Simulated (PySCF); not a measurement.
**How the method changes the constants of PbF**

State: ²Π (doublet), unpaired electrons π ↑. Set-up: basis Pb aug-cc-pVDZ-PP with ECP60, F aug-cc-pVDZ; scalar-relativistic core potentials; PySCF 2.14. De refers to Pb + F in their high-spin ground configurations, without counterpoise correction. The functionals are run spin-unrestricted. A positive dipole means Pb(−)F(+).

| Level | Re (Å) | ωe (cm⁻¹) | De (eV) | μ (D) |
| --- | --- | --- | --- | --- |
| UHF | 2.064 | 529 | 2.61 | -4.08 |
| UHF-MP2 | 2.079 | 516 | 4.76 | n/a |
| UHF-SCS-MP2 | 2.083 | 512 | 4.59 | n/a |
| UHF-CCSD | 2.076 | 519 | 4.32 | n/a |
| UHF-CCSD(T) | 2.081 | 514 | 4.45 | n/a |
| PBE | 2.108 | 488 | 4.95 | -3.62 |
| PW91 | 2.106 | 490 | 4.98 | -3.64 |
| r²SCAN | 2.084 | 512 | 4.66 | -3.60 |
| M06-L | 2.095 | 504 | 4.90 | -3.62 |
| PBE0 | 2.080 | 513 | 4.50 | -3.76 |
| B97-3 | 2.095 | 498 | 4.58 | -3.89 |

The bond length runs from 2.064 Å (UHF) to 2.108 Å (PBE). De spans 2.61 eV (UHF, mean field) to 4.98 eV (PW91, GGA). Correlation at CCSD(T) changes the Hartree–Fock bond energy by +1.84 eV; the triples alone change it by +0.13 eV.

Correlated steps freeze 5 core orbitals. Correlated levels converge slowly with the basis: in double zeta they bind strong bonds too weakly, by up to about 1 eV, and carry superposition errors of some tenths. Spin–orbit coupling is left out, which matters for elements this heavy, above all for dissociation energies. The state is the lowest determinant that a PBE0 search found; another state may lie lower at other levels.

The whole job (state search and all levels along the bond) took about 3.4 min on 1 thread of Oxide Virtual Turin-like (shared host), peak memory 0.68 GiB.
